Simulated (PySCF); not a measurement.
C7H5 (charge -1).
Structure used (GFN2-xTB), in Å, numbered top down from 1:
```
atom  x, y, z in Å
C1     3.3659   -0.4927   -1.7664
C2     2.7092   -0.3120   -0.7556
C3     2.0723   -0.1148    0.5964
C4     0.6754    0.1465    0.4171
C5    -0.4773    0.3452    0.0881
C6    -1.8121    0.6268   -0.1961
C7    -2.8095   -0.2761   -0.2239
H8     2.2183   -1.0190    1.2127
H9     2.5554    0.7349    1.1100
H10   -2.0401    1.6729   -0.3968
H11   -2.6296   -1.3219   -0.0342
H12   -3.8267    0.0094   -0.4451
```

Level of theory: delta-SCF UKS SCAN, pcX-2 on the ionised atom, pcseg-1 elsewhere, spin-free X2C in PySCF. Vertical ΔSCF values, vacuum level as zero.

Some binding energies are withheld.

```
atom(s)              bonded to  level  binding energy (eV)
     C1        C (triple bond)   C 1s               282.46
     C2  C (triple bond) and C   C 1s                    ?
     C3            2 C and 2 H   C 1s                    ?
     C4  C (triple bond) and C   C 1s               286.04
     C5  C (triple bond) and C   C 1s               285.91
```

(1) Fill in C 1s for C2.

(2) What is the C 1s binding energy of C3?

Answers

(1) 283.09 eV (carbon bonded to 2 C). The nearest listed C 1s value is that of C1; the shift against it is +0.63 eV.

(2) 287.45 eV (propargylic carbon). The nearest listed C 1s value is that of C4; the shift against it is +1.41 eV.

The listed C 1s values span 4.99 eV, from C1 (bonded to C (triple bond)) to C3 (bonded to 2 C and 2 H). The widest gap between neighbouring values is 2.82 eV, between 283.09 and 285.91 eV. Summing the Pauling electronegativity differences to the bonded atoms, each weighted by its formal bond order, gives 0.00 for the lowest site and -0.70 for the highest; the largest sum, 0.00, belongs to C4, 1.41 eV below the top. The smallest sum, -0.70, belongs to C3, 4.99 eV above the lowest.

Which photon wavelength matches the C 1s of C2 threshold?

λ = hc/E = 12398.42 eV Å / 283.09 eV = 43.797 Å.

The list is incomplete; no value stands for C 1s of C6, C7 (hole states with ⟨S²⟩ of 1 or more are left out). Spin contamination (⟨S²⟩ against 0.75 for a pure doublet) is marked for C 1s of C1 (0.87), C 1s of C4 (0.88) and C 1s of C5 (0.95), which makes these values less certain. The species carries charge -1, so core ionisation leaves a neutral species. The basis sets have no added diffuse functions. Geometry: GFN2-xTB; no solvent, vibrations or thermal averaging.
